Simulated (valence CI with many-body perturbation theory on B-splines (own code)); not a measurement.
The numbers below are computed, except where a source is named.
# Lu⁶⁶⁺: what each term of the Hamiltonian does

Level of theory: configuration interaction combined with many-body perturbation theory (CI+MBPT): three valence electrons over a frozen Dirac-Fock core [He], a basis of 11 s, 11 p, 9 d, 7 f, 5 g, 2 h, 1 i functions for each j, with the one-electron correlation potential Σ1 (screened to all orders), the two-electron term Σ2, the three-electron term Σ3, Breit, model QED; selected single and double excitations, second order for the rest (own B-spline code, finite nucleus).

The last digits are not significant, and no measured levels were compared; by estimate large intervals hold to a few tenths of a per cent, small ones and those within an open d or f shell to about a per cent.

Each rung adds one term. CI alone is the Dirac-Coulomb CI over the frozen core; QED comes last and gives the full result, which names the levels. Energies are above (2s^2 2p1/2) J=1/2 on the same rung, in × 10³ cm⁻¹.

Levels are named by their leading jj configuration (3d3/2^4 stands for four electrons in 3d with j = 3/2), which in mixed levels can hold well under half, so a name can repeat and another be missing. Letters in brackets count levels of one name in rising energy.

```
                     Level  CI alone    + Σ1    + Σ2    + Σ3  + Breit    Full
        (2s 2p1/2^2) J=1/2    2030.0  2027.2  2026.0  2025.9   2165.3  2037.0
        (2s^2 2p3/2) J=3/2    9898.2  9899.8  9899.7  9899.6   9761.2  9772.0
(2s 2p1/2 2p3/2) J=3/2 [a]     11329   11327   11327   11327    11318   11203
    (2s 2p1/2 2p3/2) J=5/2     11726   11724   11724   11723    11638   11524
    (2s 2p1/2 2p3/2) J=1/2     12201   12200   12197   12197    12192   12077
(2s 2p1/2 2p3/2) J=3/2 [b]     12260   12259   12257   12256    12209   12094
     (2p1/2^2 2p3/2) J=3/2     14357   14354   14350   14349    14454   14213
        (2s 2p3/2^2) J=5/2     21410   21411   21410   21410    21221   21119
        (2s 2p3/2^2) J=1/2     22172   22172   22171   22171    22058   21956
        (2s 2p3/2^2) J=3/2     22231   22231   22229   22228    22064   21962
     (2p1/2 2p3/2^2) J=3/2     23878   23876   23872   23872    23839   23608
     (2p1/2 2p3/2^2) J=5/2     24132   24130   24127   24126    24021   23790
     (2p1/2 2p3/2^2) J=1/2     24476   24473   24471   24470    24461   24230
           (2p3/2^3) J=3/2     34108   34107   34104   34104    33933   33715
           (2s^2 3s) J=1/2     78008   78012   78011   78011    77813   77845
        (2s^2 3p1/2) J=1/2     78689   78693   78692   78691    78530   78523
   (2s 2p1/2 3s) J=1/2 [a]     79379   79380   79379   79379    79299   79206
       (2s 2p1/2 3s) J=3/2     79631   79632   79631   79631    79515   79422
   (2s 2p1/2 3s) J=1/2 [b]     79849   79850   79850   79849    79752   79658
```

**Question.** How does the ionisation energy move along the ladder, and which term matters most?

**Answer.** CI alone 17142, + Σ1 17142, + Σ2 17142, + Σ3 17142, + Breit 17113, + QED 17112 eV. The largest step is Breit, -29 eV. NIST lists 17120 ± 40 eV (theoretical).
